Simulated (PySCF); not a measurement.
## Steps of a relaxation of Hg(BH4)2

Hg(BH4)2 (singlet; a saddle point, relaxed within its symmetry). PySCF 2.14.0, RKS BP86, Hg def2-SVP with ECP60, B def2-SVP, H def2-SVP; non-relativistic Hamiltonian with scalar-relativistic core potentials where named; density fitting; no spin-orbit coupling. Origin of the start: template. Columns: position (Å) and force (eV/Å). Energies are counted from the last step; some of the 9 steps are shown. Forces carry noise of the integration grid, about 0.01 to 0.03 eV/Å.

Run from Python with OMP_NUM_THREADS=2. Where DIIS fails, smearing, a level shift and second-order steps follow.
It took 58 s on 2 threads of Intel(R) Xeon(R) Platinum 8259CL CPU @ 2.50GHz (Skylake/Cascade Lake), on a shared host, from the converged density of the start.

```xyz
11
step 0  E = 0.532 eV
Hg    0.0000    0.0000    0.0000     0.00    0.00    0.00
B     0.0000    0.0000    2.1018     0.00    0.00    0.38
H     0.0000    0.0000    3.3018     0.00    0.00    0.25
H     1.0208    0.5894    1.6859     0.46    0.27    0.57
H    -1.0208    0.5894    1.6859    -0.46    0.27    0.57
H     0.0000   -1.1788    1.6859     0.00   -0.53    0.57
B     0.0000    0.0000   -2.1018     0.00    0.00   -0.38
H     0.0000    0.0000   -3.3018     0.00    0.00   -0.25
H     1.0208   -0.5894   -1.6859     0.46   -0.27   -0.57
H    -1.0208   -0.5894   -1.6859    -0.46   -0.27   -0.57
H     0.0000    1.1788   -1.6859     0.00    0.53   -0.57
```

```xyz
11
step 3  E = 0.026 eV
Hg    0.0000    0.0000    0.0000     0.00    0.00    0.00
B     0.0000    0.0000    2.1972     0.00    0.00   -0.31
H     0.0000    0.0000    3.4186     0.00    0.00    0.00
H     1.0643    0.6145    1.8998    -0.10   -0.06    0.14
H    -1.0643    0.6145    1.8998     0.10   -0.06    0.14
H     0.0000   -1.2289    1.8998     0.00    0.12    0.14
B     0.0000    0.0000   -2.1972     0.00    0.00    0.31
H     0.0000    0.0000   -3.4186     0.00    0.00    0.00
H     1.0643   -0.6145   -1.8998    -0.10    0.06   -0.14
H    -1.0643   -0.6145   -1.8998     0.10    0.06   -0.14
H     0.0000    1.2289   -1.8998     0.00   -0.12   -0.14
```

```xyz
11
step 5  E = 0.001 eV
Hg    0.0000    0.0000    0.0000     0.00    0.00    0.00
B     0.0000    0.0000    2.2058     0.00    0.00   -0.12
H     0.0000    0.0000    3.4314     0.00    0.00   -0.01
H     1.0652    0.6150    1.9639    -0.03   -0.02    0.02
H    -1.0652    0.6150    1.9639     0.03   -0.02    0.02
H     0.0000   -1.2300    1.9639     0.00    0.03    0.01
B     0.0000    0.0000   -2.2058     0.00    0.00    0.12
H     0.0000    0.0000   -3.4314     0.00    0.00    0.01
H     1.0652   -0.6150   -1.9639    -0.03    0.02   -0.02
H    -1.0652   -0.6150   -1.9639     0.03    0.02   -0.02
H     0.0000    1.2300   -1.9639     0.00   -0.03   -0.01
```

Problem. Where does the relaxation end?

Solution. It converges at step 8 in D3d:
```xyz
11
step 8  E = 0
Hg    0.0000    0.0000    0.0000
B     0.0000    0.0000    2.1976
H     0.0000    0.0000    3.4230
H     1.0645    0.6146    1.9652
H    -1.0645    0.6146    1.9652
H     0.0000   -1.2291    1.9652
B     0.0000    0.0000   -2.1976
H     0.0000    0.0000   -3.4230
H     1.0645   -0.6146   -1.9652
H    -1.0645   -0.6146   -1.9652
H     0.0000    1.2291   -1.9652
```

Problem. How did the contacts change?

Solution. 
```
      contact  start (Å)  end (Å)
 Hg1–H6 (BH4)      2.057    2.318
Hg1–H11 (BH4)      2.057    2.318
 Hg1–B2 (BH4)      2.102    2.198
 Hg1–B7 (BH4)      2.102    2.198
```
